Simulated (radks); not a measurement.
Values are calculated unless marked as measured or tabulated.
Effect of the nuclear size on neutral thulium, [Xe] 4f13 6s2. Level of theory: Dirac Kohn-Sham, LDA (Slater exchange, Perdew-Wang correlation), spin-unpolarised, spherical densities, finite nucleus; open shells are shared between the two j in proportion to 2j + 1; Fermi nuclear charge, rms radius 5.2256 fm (a radial shooting solver on a logarithmic mesh with Libxc functionals). The rms radius is varied about that value; shifts are against it.

rms radius (fm)  total energy shift (eV)  density at nucleus (e/bohr^3)  1s1/2 shift (meV)  2s1/2 shift (meV)  5s1/2 shift (meV)  5p1/2 shift (meV)  6s1/2 shift (meV)  4f7/2 shift (meV)  6p1/2 (empty) shift (meV)
4.5776                             -8.13                      9.839e+05              -3330               -448              -3.43              0.338             -0.135              0.589                      0.116
4.7292                             -6.30                      9.744e+05              -2580               -347              -2.66              0.262             -0.105              0.456                      0.090
5.2256                                 0                      9.458e+05              0.000              0.000              0.000              0.000              0.000              0.000                      0.000
5.4503                              3.00                       9.34e+05               1230                165               1.26             -0.125              0.050             -0.217                     -0.043
6.0826                              11.9                      9.039e+05               4870                655               5.02             -0.494              0.198             -0.861                     -0.169

Slopes of the eigenvalues against <r^2> in GHz/fm^2, as finite differences over the two radii next to the reference (eigenvalue slopes, not the field-shift constants of lines): 1s1/2 125000, 2s1/2 16900, 5s1/2 129, 5p1/2 -12.7, 6s1/2 5.10, 4f7/2 -22.2, 6p1/2 (empty) -4.35.
